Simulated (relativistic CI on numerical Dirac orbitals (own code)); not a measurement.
Method of calculation: Dirac-Coulomb-Breit CI, orbitals from a KLI potential per configuration, model QED (radiative potential, 1s self-energy scaled to tabulated hydrogen-like ionisation energies), unscaled Slater integrals (own radial code, finite nucleus).

CI space (outside the closed core [Ne]): 3s2.3p6.3d, 3s2.3p5.3d2, 3s.3p6.3d2, 3s2.3p6.4s, 3s2.3p6.4p, 3s2.3p6.4d, 3s2.3p5.3d.4s, 3s2.3p6.4f, 3s2.3p5.3d.4p, 3s2.3p5.3d.4d, 3s.3p6.3d.4s, 3p6.3d2.4p, 3s2.3p5.3d.4f, 3s.3p6.3d.4p, 3s2.3p6.5s, 3s.3p6.3d.4d, 3s2.3p6.5p, 3s2.3p6.5d, 3s.3p6.3d.4f, 3s2.3p6.5f, 3s2.3p6.5g, 3p6.3d3, 3p5.3d4, 3p5.3d3.4s, 3p6.3d2.4s, 3p5.3d2.4s2, 3p6.3d2.4d, 3p5.3d3.4d, 3p5.3d2.4s.4d. Double excitations out of closed p, d and f shells are left out; levels of such configurations are missing from the list, as are those of other unlisted configurations, and high levels can miss mixing partners. These lack a partner that the ground configuration has and come out too high: 3s2.3p5.3d.4p, 3s2.3p5.3d.4f.

At this charge energies of transitions that change n are usually good to better than 1 %, and those within a shell (Δn = 0) to a few per cent.

Outline of the computed level scheme of Te XXXIV. Lowest level of each configuration: 3s2.3p6.3d 2D_3/2 at 0.000 eV; 3s2.3p5.3d2 4D°_1/2 at 155.196 eV.

Some strong electric-dipole decays among the lowest 45 levels: 3s2.3p5.3d2 2D°_3/2 → 3s2.3p6.3d 2D_3/2 (1.6e+12 s⁻¹); 3s2.3p5.3d2 2D°_5/2 → 3s2.3p6.3d 2D_5/2 (1.4e+12 s⁻¹); 3s2.3p5.3d2 2P°_1/2 → 3s2.3p6.3d 2D_3/2 (9.3e+11 s⁻¹); 3s2.3p5.3d2 2F°_7/2 → 3s2.3p6.3d 2D_5/2 (6.8e+11 s⁻¹); 3s2.3p5.3d2 2F°_5/2 → 3s2.3p6.3d 2D_3/2 (4.8e+11 s⁻¹); 3s2.3p5.3d2 2P°_1/2 → 3s2.3p6.3d 2D_3/2 (2.4e+11 s⁻¹); 3s2.3p5.3d2 2F°_5/2 → 3s2.3p6.3d 2D_3/2 (1.9e+11 s⁻¹); 3s2.3p5.3d2 2P°_3/2 → 3s2.3p6.3d 2D_5/2 (1.5e+11 s⁻¹).

LS names give the leading component of a level, which can be under half, so a name can repeat, a term be missing and a line seem to break the LS rules.
